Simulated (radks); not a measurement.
Tm+, 68 electrons, occupied as [Kr] 4d10 4f14 5s1 5p6 6s1 (not the ground configuration). Calculated with a radial shooting solver on a logarithmic mesh with Libxc functionals: scalar-relativistic Kohn-Sham, BLYP, spin-polarised, spherical densities, finite nucleus; open shells are filled with parallel spins first (spin-orbit coupling, left out, can overturn this in heavy ions); Fermi nuclear charge, rms radius 5.2256 fm.

Normalised radial functions P(r) = r R(r), r in bohr:

r,4d down
0.002896,0.0002
0.004568,0.0008
0.007266,0.0028
0.01146,0.0094
0.01823,0.0311
0.029,0.0948
0.04575,0.2501
0.07276,0.5447
0.1148,0.8285
0.1826,0.5872
0.2881,-0.5031
0.4581,-1.4408
0.7286,-1.0776
1.15,-0.3280
1.828,-0.0338
2.885,-0.0008
4.588,0.0000
7.239,0.0000
11.51,0.0000

4d down: eigenvalue -175.90 eV, 1 radial node at r = 0.240 bohr, <r> = 0.573 bohr, 90 % of the charge inside 0.863 bohr.
